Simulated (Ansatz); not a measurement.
A made-up structure of CH3Te, doublet:

```tsv
atom	x (Å)	y (Å)	z (Å)
C1	1.3149	0.5917	-0.1096
Te2	-0.2993	-0.6343	0.0798
H3	-1.8725	-0.0175	0.0535
H4	-0.0268	-2.2946	0.2388
H5	0.7383	1.4786	-0.1768
```

It is relaxed with PBE-D4/def2-SVP and then PBE0-D4/def2-TZVP (Ansatz 0.2.0). Atoms count as bonded within 1.22 times the sum of their covalent radii (H–H: 0.88 Å). The end point is not checked to be a true minimum.

(1) Does its bonding change? (Judge from chemistry; the calculation decides.)

Answers

(1) Computed: No: no bond forms or breaks.

Where it ends: The first stage lowers the energy by 1.55 eV in 13 steps. It ends as CH₃Te ([CH][TeH2]):
C1  (1.243, 0.454, -0.222)
Te2  (-0.352, -0.483, 0.700)
H3  (-1.848, -0.391, -0.109)
H4  (-0.125, -1.974, -0.005)
H5  (0.936, 1.519, -0.279)
(Å)

Labels in which every atom is bracketed show which atoms are joined, not bond orders.

For scale, one of the runs: PBE0-D4/def2-TZVP relaxation, 99 basis functions, launched by `ansatz run in.yaml --threads 2 --pin off --events-out ev --progress --plain --max-ram 4352MiB`. Hardware: 2 CPU threads of an Arm Neoverse V2, shared host. Wall time about 16 s.
